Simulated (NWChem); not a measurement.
System: C3F3, doublet; SMILES [C]#CC(F)(F)F

Input file for NWChem:

```
start job
memory heap 200 mb stack 900 mb global 1100 mb
geometry units angstroms noautoz
  C      0.000000     0.000000     2.413292
  C      0.000000     0.000000     1.202971
  C      0.000000     0.000000    -0.269834
  F      0.129109    -1.236138    -0.742538
  F     -1.135081     0.506257    -0.742538
  F      1.005972     0.729881    -0.742538
end
basis spherical
  C library def2-svp
  F library def2-svp
end
dft
  odft
  mult 2
  xc r2scan0
  iterations 150
  mulliken
end
task dft energy
```

In the optimisation the excess spin sits in a (C3, its own frame). Coordinates come from a PBE0/def2-SVP, spin-unrestricted optimisation. No stability test was run on the SCF state.

### Question
Predict the main results of this run. (r2SCAN0/def2-SVP, spin-unrestricted.) Quantities: energy (Ha); highest occupied level (eV); lowest empty minus highest occupied level, either spin (eV); dipole (D); <S²>.

### Answer
The energy (Ha) is -413.09. The highest occupied level (eV) comes out as -9.58. The lowest empty minus highest occupied level, either spin (eV) comes out as 4.70 and the dipole (D) is 1.43. The <S²> is 0.835.
